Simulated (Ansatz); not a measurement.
Input:

```yaml
crystal:
  periodic: [false, false, false]
  atoms:
    - { symbol: C, position_ang: [-0.09675, 1.96629, -1.20392] }
    - { symbol: C, position_ang: [0.13726, 1.09694, -0.39532] }
    - { symbol: Si, position_ang: [0.93677, -0.34789, 0.46757] }
    - { symbol: "N", position_ang: [-0.47908, -1.49625, 0.54091] }
    - { symbol: H, position_ang: [-0.36783, 2.75492, -1.86088] }
    - { symbol: H, position_ang: [0.88598, 0.10609, 1.91249] }
    - { symbol: H, position_ang: [-1.31485, -1.04824, 0.17923] }
    - { symbol: H, position_ang: [-0.68382, -1.74779, 1.50219] }
total_charge: -1
basis:
  gaussian: { orbitals: def2-SVP }
hamiltonian:
  xc: pbe0
  dispersion: d4
relax:
  f_tol: 0.015
  max_steps: 40
```

Run as:

```bash
$ ansatz run input.yaml --threads 1 --pin off --max-ram 2048MiB --backend cpu --events-out ev --progress --plain --runs-dir out
```

Hardware: 1 thread of Arm Neoverse V2 (shared host).

**Question.** Roughly how long does this run take, and how much memory?

**Answer.** 31 s, with a peak of 0.15 GiB, for 13 ionic steps.
